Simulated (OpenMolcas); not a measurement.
## Ne VII: effect of the active space

```json
{
  "Program": "OpenMolcas",
  "Method": "XMS-CASPT2 or its RAS form, IPEA 0.25 Eh, imaginary shift 0.1 Eh",
  "Basis": "ANO-RCC-VTZP",
  "Scalar Hamiltonian": "DKH2, point nucleus",
  "Spin-orbit coupling": "RASSI with atomic mean-field integrals over the reference wave functions, term energies averaged over their components"
}
```

A. 2 electrons in 4 orbitals (2s 2p); 2S+1 = 3 even, 3 roots; 2S+1 = 1 even, 7 roots (6 in the spin-orbit step); 2S+1 = 3 odd, 3 roots; 2S+1 = 1 odd, 3 roots; closed shells correlated: 1s; CASPT2 step roughly 1.7 core-seconds
B. 2 electrons in 8 orbitals (2s 2p 3s 3p); 2S+1 = 3 even, 3 roots; 2S+1 = 1 even, 6 roots; 2S+1 = 3 odd, 3 roots; 2S+1 = 1 odd, 3 roots; closed shells correlated: 1s; CASPT2 step roughly 2.5 core-seconds
C. 2 electrons in 9 orbitals (RAS2 2s 2p; RAS3 3d, at most 2 electrons); 2S+1 = 3 even, 3 roots; 2S+1 = 1 even, 7 roots (6 in the spin-orbit step); 2S+1 = 3 odd, 3 roots; 2S+1 = 1 odd, 3 roots; closed shells correlated: 1s; CASPT2 step roughly 3 core-seconds

Energies in cm-1 above 2s2 1S0, the measured ground level; measured values from NIST levels in Podobedova, Fuhr, Reader and Wiese, J. Phys. Chem. Ref. Data 33, 525 (2004).

| Level | A | B | C | Measured |
| --- | --- | --- | --- | --- |
| 2s2 1S0 | 0.0 | 0.0 | 0.0 | 0.0 |
| 2s 2p 3P* 0 | 111590 | 111550 | 111550 |  |
| 2s 2p 3P* 1 | 112080 | 112040 | 112040 |  |
| 2s 2p 3P* 2 | 113070 | 113040 | 113030 |  |
| 2s 2p 1P* 1 | 216630 | 216620 | 216300 | 214952 |
| 2p2 3P0 | 290560 | 290540 | 290530 |  |
| 2p2 3P1 | 291050 | 291030 | 291010 |  |
| 2p2 3P2 | 292010 | 291980 | 291970 |  |
| 2p2 1D2 | 319270 | 319290 | 319650 |  |

Among A to C the level of the table that moves most is 2p2 1D2, by 380 cm-1 (lowest in A, highest in C). Moves below CASPT2's spread within the term are not significant.

CASPT2 does not keep the components of a term degenerate, so their means are used; among the terms shown or strongly mixed into the levels shown the widest spread is 14 cm-1 (2p2 1D, A). Active for correlation alone: 3p 3s; no level in the range computed is led by a configuration that fills them, so any true level of that kind is missing (holds for B). Active for correlation alone: 3d; no level in the range computed is led by a configuration that fills it, so any true level of that kind is missing (holds for C). Levels of configurations outside the active space are missing.

* marks odd parity.
